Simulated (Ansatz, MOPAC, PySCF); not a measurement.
Complex: N2 (SMILES N#N) (first 2 atoms) with GeH4 (SMILES [GeH4]); geometry from B3LYP-D3(BJ)/def2-TZVP, rigid monomers moved along the line of their centres of mass till N2···Ge3 is 3.24 Å.
(charge 0, multiplicity 1):
```xyz
7

N     -0.2136    -0.0766    -1.1125
N     -0.5000     0.3781    -0.1633
Ge     0.0971    -0.0403     2.9976
H      0.4752    -0.3617     4.4519
H     -0.5837    -1.2635     2.3663
H      1.3670     0.3025     2.2051
H     -0.8650     1.1553     2.9698
```

Counterpoise-corrected where a basis set is named; no monomer relaxation. Rows marked so take none.

Frozen-core correlation. Filled d and f shells under p-block atoms count as core. CBS: X⁻³ extrapolation of the correlation energy, Hartree–Fock from the larger set. Rows in 3-21G, 6-31G* carry no dispersion term and start afresh at each structure (6-31G* with six Cartesian d functions); the Pople sets are all-electron and without relativity. The state that AM1, PM3, PM7 reach isn't checked; PM7 holds dispersion and hydrogen-bond terms.

Programs: Ansatz (Gaussian basis) for Hartree–Fock, density functionals and correlated methods; MOPAC for AM1, PM3, PM7 (differences of heats of formation); PySCF for 3-21G rows, 6-31G* rows, the dispersion terms. Values without a source in brackets are computed.

Other levels give for the interaction energy: PBE/def2-TZVPPD 0.52; B3LYP/def2-TZVPPD 1.19; B3LYP-D3(BJ)/def2-TZVPPD -0.22; wB97M-V/def2-TZVPPD -0.18; CCSD(T)/CBS(aug-cc-pVDZ, aug-cc-pVTZ) -0.15 kcal/mol.

Common cheap choices:

```
level                            interaction energy (kcal/mol)  less -0.15 (CCSD(T)/CBS(aug-cc-pVDZ, aug-cc-pVTZ))
-------------------------------  -----------------------------  --------------------------------------------------
AM1                                                       0.42                                                0.58
PM3                                                       2.85                                                3.01
PM7                                                      -1.27                                               -1.11
HF/6-31G*                                                 1.56                                                1.71
HF/6-31G* (no counterpoise)                               1.03                                                1.19
BP86/6-31G* (no counterpoise)                             0.57                                                0.72
B3LYP/3-21G (no counterpoise)                            -2.62                                               -2.46
M06-2X/6-31G* (no counterpoise)                          -1.30                                               -1.15
```

Ansatz is a quantum-chemistry and plane-wave program.
